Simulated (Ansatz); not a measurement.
`FB(F)Br`, relaxed with RKS PBE-D4/def2-SVP in Ansatz 0.2.0 from a rough embedded geometry. The force threshold is 0.03 eV/Å; the program also tests the step.

The species carries charge 0 and has multiplicity 1.

Start:

```xyz
4

F     0.194   -1.365    0.706
B     0.146   -0.064   -0.002
F     1.354    0.545   -0.582
Br   -1.695    0.884   -0.121
```

(1) By how much does the energy fall, and how many steps does the optimiser take? (Estimate.)

(2) Which bonds change most? (Estimate.)

(3) Give the relaxed structure. (Best estimate.)

## Answers

(1) The calculation gave: 110.44 kJ/mol, in 4 steps, 1 of them rejected.

(2) Computed: B2–Br4 from 2.074 to 1.914 Å; F1–B2 from 1.483 to 1.322 Å; B2–F3 from 1.472 to 1.322 Å.

(3) Computed: 
```xyz
4

F     0.216   -1.234    0.627
B     0.126   -0.067    0.010
F     1.215    0.469   -0.515
Br   -1.558    0.832   -0.121
```
